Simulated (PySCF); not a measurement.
# C₆ coefficients of unlike pairs at PBE0

Calculated with PySCF 2.14 from the dipole response of each species, C₆(A,B) = (3/π) ∫ α_A(iu) α_B(iu) du, in atomic units, from isotropic polarisabilities. For ions this is the dispersion term alone; charge-induced terms of lower order in 1/R come first.

| species | configuration | basis | relativity | α (bohr³) | C₆ (like pair) |
| --- | --- | --- | --- | --- | --- |
| Si³⁺ | [Ne] 3s1 (2S) | dyall-acv3z (19s12p6d4f) | spin-free X2C | 7.251 | 13.79 |
| Ga³⁺ | [Ar] 3d10 (1S) | aug-cc-pVTZ-DK (7s6p4d2f) | spin-free X2C | 1.004 | 1.117 |
| Kr³⁺ | [Ar] 3d10 4s2 4p3 (4S) | def2-QZVPPD (12s8p5d4f1g) | none | 5.611 | 22.26 |
| Sb³⁺ | [Kr] 4d10 5s2 (1S) | aug-cc-pwCVTZ-DK3 with one added diffuse shell each of s, p, d, f type (11s10p8d5f1g) | spin-free X2C | 10.74 | 51.59 |

(1) Estimate C₆ for Sb³⁺ with Ga³⁺.

No spin-orbit coupling is included.

The other pairs:

| pair | C₆ |
| --- | --- |
| Sb³⁺, Si³⁺ | 25.56 |
| Ga³⁺, Si³⁺ | 3.199 |
| Kr³⁺, Ga³⁺ | 4.876 |
| Sb³⁺, Kr³⁺ | 33.42 |
| Kr³⁺, Si³⁺ | 15.83 |

## Answers

(1) The integral gives 7.176. The combination rule 2 C_A C_B / (C_A α_B/α_A + C_B α_A/α_B) gives 6.872 and the geometric mean 7.592.
